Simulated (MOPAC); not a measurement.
MOPAC input (PM3):

```
PM3 1SCF GEO-OK AUX(PRECISION=9) THREADS=1
CCl2

Cl   -1.40250737 1   -0.20014729 1    0.02098688 1
C    -0.03054783 1    0.84410807 1    0.00883340 1
Cl    1.41328896 1   -0.09777321 1   -0.02410455 1
```

### Question
What heat of formation does the run end on, and which ionisation energy by Koopmans theorem?

### Answer
64.47 kcal/mol; 10.12 eV.
